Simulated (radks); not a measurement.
Question: The table gives one normalised radial function P(r) = r R(r) (large component) of Lu3+ in [Xe] 4f14 (r in bohr). All-electron calculation, Dirac Kohn-Sham, PBE, spin-unpolarised, spherical densities, point nucleus. Program: a radial shooting solver on a logarithmic mesh with Libxc functionals.

r	P
0.002851	0.0000
0.003266	0.0000
0.003772	0.0000
0.004322	0.0000
0.004991	0.0000
0.005718	0.0000
0.006551	0.0000
0.007566	0.0000
0.008668	0.0000
0.01001	0.0001
0.01147	0.0001
0.01314	0.0002
0.01517	0.0003
0.01739	0.0005
0.02008	0.0008
0.023	0.0013
0.02635	0.0022
0.03044	0.0035
0.03487	0.0056
0.04027	0.0090
0.04614	0.0141
0.05286	0.0216
0.06104	0.0336
0.06994	0.0503
0.08013	0.0742
0.09254	0.1098
0.106	0.1559
0.1224	0.2210
0.1403	0.3000
0.1607	0.3972
0.1856	0.5190
0.2126	0.6483
0.2456	0.7926
0.2814	0.9259
0.3223	1.0444
0.3723	1.1403
0.4265	1.1915
0.4926	1.1976
0.5643	1.1586
0.6465	1.0822
0.7467	0.9711
0.8554	0.8489
0.9879	0.7127
1.132	0.5861
1.297	0.4675
1.498	0.3551
1.716	0.2639
1.982	0.1844
2.27	0.1254
2.601	0.0809
3.004	0.0474
3.441	0.0264
3.974	0.0127
4.553	0.0057

Which n and l does it have? It may be an empty orbital.

Answer: n = 4, l = 3: the number of nodes gives n - l - 1 = 0, the rise at small r points to l (for j = l - 1/2 the large component starts as r^gamma with gamma = sqrt(l^2 - (Z/c)^2) = 2.95 and the r^(l+1) term takes over further out; the orbital of l - 1 with the same j starts with the same power, but with a larger coefficient, and does not steepen), and the extent must fit the shell. The curve is that of 4f5/2; the two j differ most near the nucleus, where j = l - 1/2 has the larger amplitude, and in heavy atoms j = l - 1/2 is also the more compact. 4f5/2: eigenvalue -36.996 eV, 0 radial nodes, <r> = 0.709 bohr, 90 % of the charge inside 1.22 bohr.
